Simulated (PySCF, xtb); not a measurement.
C4H5F, SMILES CC(F)=C=C.

Harmonic wavenumbers (cm⁻¹) from GFN2-xTB run with xtb at its own minimum, in rising order: 131, 156, 242, 359, 397, 559, 615, 777, 882, 966, 982, 1036, 1150, 1313, 1387, 1447, 1455, 1477, 2096, 3006, 3019, 3064, 3066, 3069.

What does PBE0-D3(BJ)/def2-SVP in PySCF give at its own minimum? (An estimate is asked for; the answer gives what the named calculation found.)

182, 190, 251, 392, 473, 620, 647, 786, 923, 992, 1005, 1045, 1257, 1318, 1397, 1438, 1444, 1502, 2123, 3056, 3129, 3139, 3192, 3217. Paired by order, the mean absolute difference is 46 cm⁻¹ and the zero-point energies are 46.7 and 48.2 kcal/mol.
